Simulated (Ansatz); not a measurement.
Basis-set extrapolation for CH$_{4}$BClS (`CSBCl`) (PBE0-D4/def2-TZVP geometry, frozen core, Ansatz 0.2.0). Multiplicity 1, RHF reference.

```tsv
	def2-TZVPP	def2-QZVPP
HF	-922.023367	-922.050153
MP2 correlation	-0.642904	-0.695654
CCSD(T) correlation	-0.723953	not run
```

Energies in hartree. Use E(X) = E(∞) + A·exp(−7.88·√X) for Hartree–Fock and E(X) = E(∞) + B·X^(−2.97) for correlation, with X = 3 and 4, and add CCSD(T) minus MP2 of the smaller set to the MP2 limit.

**Question.** What is the CCSD(T) energy at the basis-set limit?

**Answer.** HF limit: -922.050153 + (-0.026786) × 0.13774 = -922.05384. MP2 limit: -0.695654 + (-0.052750) × 0.74074 = -0.73473. Higher-order term: -0.723953 − (-0.642904) = -0.08105. Total: -922.86962 hartree, 321.1 kJ/mol below CCSD(T)/def2-TZVPP.
